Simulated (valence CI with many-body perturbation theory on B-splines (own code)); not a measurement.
Results of a calculation; reference values are marked as such.
## Energy levels of Eu30+

Method: relativistic CI+MBPT: five valence electrons over a frozen Dirac-Fock core [Ar] 3d10, radial functions for each j: 11 s, 11 p, 10 d, 8 f, 5 g, 2 h, with the one-electron correlation potential Σ1, the two-electron term Σ2, the three-electron term Σ3, Breit, model QED; selected CI, second order for the rest, scaled by the run's own slope (own B-spline code, finite nucleus).

No measured spectrum was set against this ion. As an estimate, large intervals hold to a few tenths of a per cent, small ones and those within an open d or f shell to about a per cent. Among the levels kept, up to 2000 cm⁻¹ of a level comes from second order outside the variational space, and about a tenth of that is noise between levels of different J, which matters for small intervals.

Levels 91 to 135 of 169, with energies above the lowest level, (4s^2 4p1/2^2 4p3/2) J=3/2. "Leading %" is the weight of the configuration and term that name the level; weights of strongly mixed levels are sums over their largest components and can fall short. In the jj column 3d3/2^4 stands for four electrons in 3d with j = 3/2.

```
No.  Configuration  Term     J  E (cm⁻¹)  Leading %      g     Second component                     Leading jj
 91      4s 4p3 4d   2F°   7/2   2271100         49  1.132  19 % 4s2 4p 4d2 4G°  4s 4p1/2 4p3/2^2 4d5/2 (52 %)
 92      4s 4p3 4d   2F°   5/2   2272900         12  1.171   11 % 4s 4p3 4d 4P°  4s 4p1/2 4p3/2^2 4d5/2 (36 %)
 93      4s 4p3 4d   4D°   3/2   2277100         31  1.239    9 % 4s 4p3 4d 2P°  4s 4p1/2 4p3/2^2 4d5/2 (41 %)
 94      4s 4p3 4d   4D°   1/2   2283000         30  0.451   26 % 4s 4p3 4d 2P°  4s 4p1/2 4p3/2^2 4d3/2 (66 %)
 95     4s2 4p 4d2   4D°   1/2   2289700         35  0.434  14 % 4s2 4p 4d2 2P°      4s^2 4p1/2 4d3/2^2 (41 %)
 96      4s 4p3 4d   4D°   7/2   2292200         31  1.232   30 % 4s 4p3 4d 2F°  4s 4p1/2 4p3/2^2 4d5/2 (73 %)
 97      4s 4p3 4d   2F°   5/2   2293000         31  1.082    9 % 4s 4p3 4d 4P°  4s 4p1/2 4p3/2^2 4d5/2 (56 %)
 98     4s2 4p 4d2   4D°   3/2   2294300         12  1.124  11 % 4s2 4p 4d2 2P°  4s^2 4p1/2 4d3/2 4d5/2 (48 %)
 99     4s2 4p 4d2   4P°   1/2   2301200         40  1.901  22 % 4s2 4p 4d2 2S°  4s^2 4p1/2 4d3/2 4d5/2 (55 %)
100     4s2 4p 4d2   4G°   7/2   2307500         20  1.135   15 % 4s 4p3 4d 2F°  4s 4p1/2 4p3/2^2 4d5/2 (43 %)
101      4s 4p3 4d   2D°   5/2   2318500         28  1.072   25 % 4s 4p3 4d 2F°  4s 4p1/2 4p3/2^2 4d3/2 (36 %)
102      4s 4p3 4d   2D°   3/2   2320500         28  0.876  18 % 4s2 4p 4d2 4F°  4s 4p1/2 4p3/2^2 4d5/2 (31 %)
103      4s 4p3 4d   2F°   5/2   2323000         19  1.101    9 % 4s 4p3 4d 2D°  4s 4p1/2 4p3/2^2 4d5/2 (50 %)
104      4s 4p3 4d   2G°   9/2   2326700         32  1.072  27 % 4s2 4p 4d2 2H°  4s^2 4p1/2 4d3/2 4d5/2 (40 %)
105      4s 4p3 4d   2D°   3/2   2333900         32  1.071  13 % 4s2 4p 4d2 4D°  4s 4p1/2 4p3/2^2 4d5/2 (52 %)
106     4s2 4p 4d2   4P°   3/2   2352000         12  1.060   10 % 4s 4p3 4d 2P°  4s 4p1/2 4p3/2^2 4d3/2 (22 %)
107      4s 4p3 4d   2F°   5/2   2355500         24  1.008   12 % 4s 4p3 4d 2D°  4s 4p1/2 4p3/2^2 4d5/2 (50 %)
108      4s 4p3 4d   4D°   1/2   2360900         23  0.496   21 % 4s 4p3 4d 2P°  4s 4p1/2 4p3/2^2 4d5/2 (38 %)
109     4s2 4p 4d2   4G°   9/2   2365700         35  1.136  15 % 4s2 4p2 4f 4G°      4s^2 4p1/2 4d5/2^2 (54 %)
110     4s2 4p 4d2   4D°   7/2   2367600         14  1.177  13 % 4s2 4p2 4f 4D°      4s^2 4p1/2 4d5/2^2 (43 %)
111     4s2 4p 4d2   4F°   5/2   2376600         15  1.096  14 % 4s2 4p 4d2 2F°  4s^2 4p1/2 4d3/2 4d5/2 (57 %)
112      4s 4p3 4d   2P°   3/2   2386800         29  1.154    9 % 4s 4p3 4d 2D°  4s 4p1/2 4p3/2^2 4d5/2 (49 %)
113     4s2 4p 4d2   4D°   7/2   2390900         17  1.159  12 % 4s2 4p2 4f 4G°  4s^2 4p1/2 4d3/2 4d5/2 (38 %)
114      4s 4p3 4d   2S°   1/2   2395100         21  1.808   15 % 4s 4p3 4d 4P°  4s 4p1/2 4p3/2^2 4d5/2 (30 %)
115     4s2 4p 4d2   4D°   3/2   2399300         30  1.165  14 % 4s2 4p 4d2 2D°  4s^2 4p1/2 4d3/2 4d5/2 (49 %)
116     4s2 4p2 4f   2G°   7/2   2419400         45  0.967  29 % 4s2 4p2 4f 4G°  4s^2 4p1/2 4p3/2 4f5/2 (72 %)
117     4s2 4p2 4f   4G°   9/2   2419700         39  1.205  27 % 4s2 4p2 4f 4F°  4s^2 4p1/2 4p3/2 4f7/2 (68 %)
118     4s2 4p2 4f   2H°  11/2   2420800         50  1.165  35 % 4s2 4p2 4f 4G°  4s^2 4p1/2 4p3/2 4f7/2 (85 %)
119     4s2 4p2 4f   4G°   5/2   2423900         16  1.050  13 % 4s2 4p 4d2 4D°  4s^2 4p1/2 4p3/2 4f5/2 (40 %)
120     4s2 4p 4d2   4P°   3/2   2432500         34  1.467  12 % 4s2 4p 4d2 4S°      4s^2 4p1/2 4d5/2^2 (50 %)
121     4s2 4p2 4f   4F°   3/2   2435700         56  0.588  10 % 4s2 4p2 4f 2D°  4s^2 4p1/2 4p3/2 4f5/2 (70 %)
122     4s2 4p 4d2   4D°   5/2   2436300         16  1.119  13 % 4s2 4p 4d2 2F°      4s^2 4p1/2 4d5/2^2 (34 %)
123     4s2 4p2 4f   4D°   7/2   2438900         20  1.128  15 % 4s2 4p2 4f 2G°  4s^2 4p1/2 4p3/2 4f7/2 (52 %)
124     4s2 4p2 4f   2G°   9/2   2439700         44  1.155  20 % 4s2 4p2 4f 4F°  4s^2 4p1/2 4p3/2 4f7/2 (48 %)
125     4s2 4p2 4f   2F°   5/2   2452000         29  0.987  17 % 4s2 4p2 4f 4F°  4s^2 4p1/2 4p3/2 4f5/2 (45 %)
126     4s2 4p2 4f   2F°   7/2   2467200         33  1.187  12 % 4s2 4p2 4f 4F°  4s^2 4p1/2 4p3/2 4f7/2 (33 %)
127     4s2 4p2 4f   4D°   1/2   2472400         23  0.925  20 % 4s2 4p2 4f 2P°  4s^2 4p1/2 4p3/2 4f5/2 (41 %)
128      4s 4p3 4d   2S°   1/2   2476300         18  1.290  12 % 4s2 4p2 4f 2P°        4s 4p3/2^3 4d3/2 (34 %)
129     4s2 4p2 4f   4D°   3/2   2479700         22  1.113  18 % 4s2 4p2 4f 2P°  4s^2 4p1/2 4p3/2 4f5/2 (38 %)
130     4s2 4p2 4f   2D°   5/2   2482300         20  1.260   13 % 4s 4p3 4d 4D°  4s^2 4p1/2 4p3/2 4f7/2 (28 %)
131      4s 4p3 4d   4F°   9/2   2486000         37  1.253   27 % 4s 4p3 4d 2G°        4s 4p3/2^3 4d5/2 (74 %)
132      4s 4p3 4d   2P°   3/2   2488400         22  1.317   20 % 4s 4p3 4d 4P°        4s 4p3/2^3 4d3/2 (53 %)
133      4s 4p3 4d   2D°   5/2   2495500         14  1.280   12 % 4s 4p3 4d 4P°        4s 4p3/2^3 4d5/2 (34 %)
134     4s2 4p2 4f   2G°   9/2   2505300         40  1.007  29 % 4s2 4p 4d2 2H°  4s^2 4p1/2 4p3/2 4f7/2 (32 %)
135     4s2 4p 4d2   2P°   1/2   2508200         59  0.774   8 % 4s2 4p 4d2 4D°      4s^2 4p1/2 4d5/2^2 (60 %)
```

Where two levels of one J and parity lie close, their mixing, g and order are uncertain.
